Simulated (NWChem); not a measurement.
System: silanone (SiH₂O); SMILES O=[SiH2]

The following NWChem deck was run.

```
start job
memory heap 200 mb stack 900 mb global 1100 mb
geometry units angstroms noautoz
  Si     0.000000     0.000000    -0.438494
  O      0.000000     0.000000     1.113848
  H      0.000000    -1.248019    -1.282007
  H      0.000000     1.248019    -1.282007
end
basis spherical
  * library def2-svp
end
dft
  xc b3lyp
  iterations 150
  mulliken
end
task dft energy
```

Geometry: optimised at PBE-D3(BJ)/def2-SVP. B3LYP is NWChem's, with the RPA form of VWN correlation.

### Question
Give the results of this calculation. (B3LYP/def2-SVP.) Quantities: energy (Ha); highest occupied level (eV); orbital gap (eV); dipole (D).

### Answer
- energy (Ha): -365.76
- highest occupied level (eV): -7.76
- orbital gap (eV): 5.54
- dipole (D): 3.37
